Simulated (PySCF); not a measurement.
BaCl, charge +1, singlet, geometry from GFN2-xTB (such geometries of metal compounds can be far from the true shape) (core potentials on Ba); DF-B97M-V/def2-SVP in PySCF.

PySCF was given this input:
```python
from pyscf import gto, scf, dft

mol = gto.Mole()
mol.atom = '''
    Ba   -0.000000   -0.000000   -0.616088
    Cl    0.000000    0.000000    2.029466
'''
mol.basis = 'def2-svp'
mol.ecp = {'Ba': 'def2-svp'}
mol.charge = 1
mol.spin = 0
mol.verbose = 4
mol.build()

mf = dft.RKS(mol)
mf.xc = 'b97m_v'
mf = mf.density_fit(auxbasis='def2-universal-jkfit')
mf.kernel()
```

### Question
Predict the main parts of the log of this PySCF run.

### Answer

```
PySCF version 2.14.0

[INPUT] verbose = 4
[INPUT] num. atoms = 2
[INPUT] num. electrons = 26
[INPUT] charge = 1
[INPUT] spin (= nelec alpha-beta = 2S) = 0
[INPUT] symmetry False subgroup None
[INPUT] Mole.unit = angstrom
[INPUT] Symbol           X                Y                Z      unit          X                Y                Z       unit  Magmom
[INPUT]  1 Ba     0.000000000000   0.000000000000  -0.616088000000 AA    0.000000000000   0.000000000000  -1.164237588631 Bohr   0.0
[INPUT]  2 Cl     0.000000000000   0.000000000000   2.029466000000 AA    0.000000000000   0.000000000000   3.835134919117 Bohr   0.0

nuclear repulsion = 34.0042674828788
number of shells = 17
number of NR pGTOs = 85
number of NR cGTOs = 41
basis = def2-svp
ecp = {'Ba': 'def2-svp'}

******** <class 'pyscf.df.df_jk.DFRKS'> ********
method = DFRKS
initial guess = minao
damping factor = 0
level_shift factor = 0
DIIS = <class 'pyscf.scf.diis.CDIIS'>
diis_start_cycle = 1
diis_space = 8
diis_damp = 0
SCF conv_tol = 1e-09
SCF conv_tol_grad = None
SCF max_cycles = 50
direct_scf = False
XC library pyscf.dft.libxc version 7.1.2
    S. Lehtola, C. Steigemann, M. J. T. Oliveira, and M. A. L. Marques,  SoftwareX 7, 1–5 (2018)
XC functionals = b97m_v
    N. Mardirossian and M. Head-Gordon,  J. Chem. Phys. 142, 074111 (2015)
radial grids:
    Treutler-Ahlrichs [JCP 102, 346 (1995); DOI:10.1063/1.469408] (M4) radial grids

becke partition: Becke, JCP 88, 2547 (1988); DOI:10.1063/1.454033
pruning grids: <function nwchem_prune>
grids dens level: 3
symmetrized grids: False
atomic radii adjust function: <function treutler_atomic_radii_adjust>
** Following is NLC and NLC Grids **
NLC functional = b97m_v
radial grids:
    Treutler-Ahlrichs [JCP 102, 346 (1995); DOI:10.1063/1.469408] (M4) radial grids

becke partition: Becke, JCP 88, 2547 (1988); DOI:10.1063/1.454033
pruning grids: <function nwchem_prune>
grids dens level: 3
symmetrized grids: False
atomic radii adjust function: <function treutler_atomic_radii_adjust>
small_rho_cutoff = 0
Set gradient conv threshold to 3.16228e-05
Initial guess from minao.
tot grids = 42808
tot grids = 42808
init E= -475.462804726408
  HOMO = -0.492649926563992  LUMO = -0.244778352957893  gap/eV = 6.74493
cycle= 1 E= -485.250102445201  delta_E= -9.79  |g|= 0.356  |ddm|= 2.14
  HOMO = -0.318469197171902  LUMO = -0.243380242433617  gap/eV = 2.04327
cycle= 2 E= -485.128332252434  delta_E= 0.122  |g|= 0.675  |ddm|= 1.38
  HOMO = -0.415551795485951  LUMO = -0.23340912070863  gap/eV = 4.95635
cycle= 3 E= -485.286892927358  delta_E= -0.159  |g|= 0.106  |ddm|= 1.08
  HOMO = -0.406390622626994  LUMO = -0.244536265169596  gap/eV = 4.40428
cycle= 4 E= -485.291347341487  delta_E= -0.00445  |g|= 0.0292  |ddm|= 0.199
  HOMO = -0.407325881884264  LUMO = -0.244769318613011  gap/eV = 4.42339
cycle= 5 E= -485.291601632511  delta_E= -0.000254  |g|= 0.00538  |ddm|= 0.0271
  HOMO = -0.40818469361954  LUMO = -0.244432313156759  gap/eV = 4.45593
cycle= 6 E= -485.291615057807  delta_E= -1.34e-05  |g|= 0.000436  |ddm|= 0.00923
  HOMO = -0.408263555019768  LUMO = -0.24442643309014  gap/eV = 4.45824
cycle= 7 E= -485.291615135613  delta_E= -7.78e-08  |g|= 5.8e-05  |ddm|= 0.000699
  HOMO = -0.408270779931261  LUMO = -0.244428512597473  gap/eV = 4.45838
cycle= 8 E= -485.291615136885  delta_E= -1.27e-09  |g|= 6.83e-06  |ddm|= 9.52e-05
  HOMO = -0.408269628011119  LUMO = -0.244428873117186  gap/eV = 4.45833
cycle= 9 E= -485.291615136907  delta_E= -2.17e-11  |g|= 2.47e-07  |ddm|= 1.15e-05
  HOMO = -0.408269529100908  LUMO = -0.244428913680461  gap/eV = 4.45833
Extra cycle  E= -485.291615136906  delta_E= 1.25e-12  |g|= 4.5e-07  |ddm|= 1.12e-06
converged SCF energy = -485.291615136906
```
